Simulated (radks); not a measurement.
Initial-state core-level shifts of the arsenic ion As+ when its valence configuration changes from [Ar] 3d10 4s2 4p2. Method: scalar-relativistic Kohn-Sham, SCAN, spin-unpolarised, spherical densities, finite nucleus; meta-GGA in the generalised Kohn-Sham scheme; Fermi nuclear charge, rms radius 4.0968 fm; computed with a radial shooting solver on a logarithmic mesh with Libxc functionals. Shifts are changes of the shell-averaged eigenvalues in eV (positive: less bound); the change of the density at the nucleus, which sets a Mossbauer isomer shift, is in e/bohr^3, on a base of 3.597e+04.

| valence | 1s | 2s | 2p | 3p | density at nucleus |
|---|---|---|---|---|---|
| 3d9.5 4s2 4p2.5 | -6.714 | -7.342 | -7.306 | -5.837 | +6.802 |
| 3d10 4s1 4p3 | -1.812 | -1.748 | -1.741 | -1.776 | -23.236 |
| 3d10 4p4 | -3.530 | -3.404 | -3.390 | -3.467 | -47.545 |
| 3d9 4s1 4p4 | -15.314 | -16.566 | -16.485 | -13.384 | -12.614 |
| 3d9.5 4s0.5 4p4 | -9.297 | -9.843 | -9.795 | -8.364 | -30.886 |
| 3d9.5 4p4.5 | -10.124 | -10.644 | -10.591 | -9.174 | -43.877 |
| 3d9 4s2 4p3 | -13.642 | -14.940 | -14.869 | -11.753 | +13.975 |
| 3d8.5 4s1 4p4.5 | -22.389 | -24.360 | -24.243 | -19.310 | -6.755 |
